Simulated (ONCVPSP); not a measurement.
**Before and after: ONCV potential for N (Z = 7)**

ONCVPSP 4.0.1 input, shortened (lines: element, Z, core and valence counts, functional; n l f; lmax; l rc ep ncon nbas qcut; lloc lpopt rc5 dvloc0; l nproj debl; icmod fcfact rcfact), LDA (Perdew-Wang 92), scalar-relativistic:

```
  N 7.00    1    2  -001012      upf
    1    0    2.00
    2    0    2.00
    2    1    3.00
    2
    0    0.70    0.00    3    8    9.40
    1    2.45    0.00    4    9    5.30
    2    2.65    0.15    4    9    3.50
    0    5    0.70    0.00
    0    0    1.70
    1    1    3.30
    2    2    2.50
    3    2.25    1.45
```

Change: p: qcut 7.

Cutoffs: the cutoffs (Ha) at which the residual kinetic energy of the hardest occupied pseudo-wave falls to 1 and 0.1 mHa per electron; they do not see the model core or the augmentation charge, which bear on the density cutoff. Errors are all-electron minus pseudo energies relative to the spin-unpolarised reference configuration.

Problem. What does the change do?

Solution. The potential gets neither clearly harder nor softer (30 Ha and 261 Ha → 30 Ha and 261 Ha); both files keep a bound ghost (d); of the 4 tests that both files solve, the error grows in 0 and shrinks in 4 by more than 15 % and 0.3 meV (median size 636.5 → 401.9 meV).

| quantity | base | changed |
| --- | --- | --- |
| cutoff, loose | 30 Ha | 30 Ha |
| cutoff, tight | 261 Ha | 261 Ha |
| loose cutoff by channel | s 30 Ha, p 11 Ha | s 30 Ha, p 14 Ha |
| bound ghosts | d | d |
| GHOST(+) flags under 300 eV | none | none |
| error for 2s2 2p2, meV [ΔE 13.73 eV] | +144 | +85 |
| error for 2s2 2p1, meV [ΔE 42.70 eV] | +1129 | +718 |
| error for 2s2 2p0, meV [ΔE 89.87 eV] | +4109 | +2748 |
| error for 2s2 2p2.5, meV [ΔE 5.17 eV] | +22 | +13 |
| s: phases at 0.71 bohr within 0.05 rad from the reference energy up to (Ha; the scan ends near 5) | to the end of the scan | to the end of the scan |
| p: phases at 2.49 bohr within 0.05 rad from the reference energy up to (Ha; the scan ends near 5) | 0.3 | 0.4 |
| d: phases at 2.69 bohr within 0.05 rad from the reference energy up to (Ha; the scan ends near 5) | 4.4 | 4.4 |
| rms error of d²Exc/dni dnj with the model core, mHa | 0.67 | 1.21 |

 A true bound ghost makes a file unfit for plane-wave use even where its test errors are small: the radial tests pick states by their node count and pass the ghost by.
